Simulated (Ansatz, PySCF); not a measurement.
BrH, SMILES Br.

Coordinates come from a PBE-D3(BJ)/def2-TZVPD optimisation.

Vertical ionisation energy (IE) and electron affinity (EA) in eV. Rows of orbital energies are one-electron estimates. Where ΔSCF, EOM or ADC give a negative EA the extra electron is unbound and the value depends on the basis.

```
level                                                                    IE     EA
--------------------------------------------------------------------  -----  -----
−ε(HOMO), −ε(LUMO), M06-2X/def2-TZVPD (PySCF)                         10.03  -0.10
−ε(HOMO), −ε(LUMO), r2SCAN/def2-TZVPD (PySCF)                          7.78   0.95
−ε(HOMO), −ε(LUMO), PBE/def2-TZVPD (PySCF)                             7.47   1.42
EOM-CCSD/aug-cc-pVDZ (PySCF)                                          11.53  -0.63
ADC(2)/aug-cc-pVDZ (PySCF)                                            11.25  -0.61
ΔSCF, PBE0/def2-TZVPD (Ansatz), final states of multiplicity 2 and 2  11.72  -1.03
ΔSCF, PBE/def2-TZVPD (Ansatz), final states of multiplicity 2 and 2   11.71  -0.94
```

Task: What vertical singlet–triplet gap does ΔSCF give with PBE0/def2-TZVPD (Ansatz, a program for electronic structure) and with PBE/def2-TZVPD (Ansatz)? (Estimate from the structure and the level; the computed values follow.)

Result: 6.10 and 6.06 eV (triplet above singlet where positive).

Task: Beyond the first one, list the lowest photoelectron lines from ADC(2)/aug-cc-pVDZ run with PySCF with their pole strengths (two spins summed). (An estimate is asked for; the answer gives what the named calculation found.)

Result: 15.26 eV (1.86), 24.40 eV (0.91).
